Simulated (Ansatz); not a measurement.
`[SiH3]C1(Cl)C[SiH2]1` and `[AlH2][C]1(Cl)C[SiH2]1` differ in one atom or group.

Ansatz, PBE0-D4/def2-TZVP geometries, multiplicity 1. 

```tsv
property	`[SiH3]C1(Cl)C[SiH2]1`
HOMO energy (PBE/def2-TZVPP) / eV	-5.86
HOMO–LUMO gap (ωB97M-V/def2-TZVPP) / eV	10.40
HOMO energy (PBE0/def2-TZVPP) / eV	-6.97
size of the dipole moment (ωB97M-V/def2-TZVPP) / D	1.90
size of the dipole moment (B3LYP/def2-TZVPP) / D	1.87
HOMO–LUMO gap (PBE0/def2-TZVPP) / eV	6.55
```

Problem. Give the same properties after the change, and the shifts. (Best estimate.)

Solution. The calculation gave: 
```
                                          property  `[AlH2][C]1(Cl)C[SiH2]1`  shift
                 HOMO energy (PBE/def2-TZVPP) / eV                     -5.86   0.00
           HOMO–LUMO gap (ωB97M-V/def2-TZVPP) / eV                      9.90  -0.50
                HOMO energy (PBE0/def2-TZVPP) / eV                     -6.96   0.01
size of the dipole moment (ωB97M-V/def2-TZVPP) / D                      2.10   0.20
  size of the dipole moment (B3LYP/def2-TZVPP) / D                      2.07   0.20
              HOMO–LUMO gap (PBE0/def2-TZVPP) / eV                      6.10  -0.45
```

Dipoles are sizes alone; their direction can turn.

B3LYP here is the variant with VWN-RPA as its local correlation; programs differ in this.
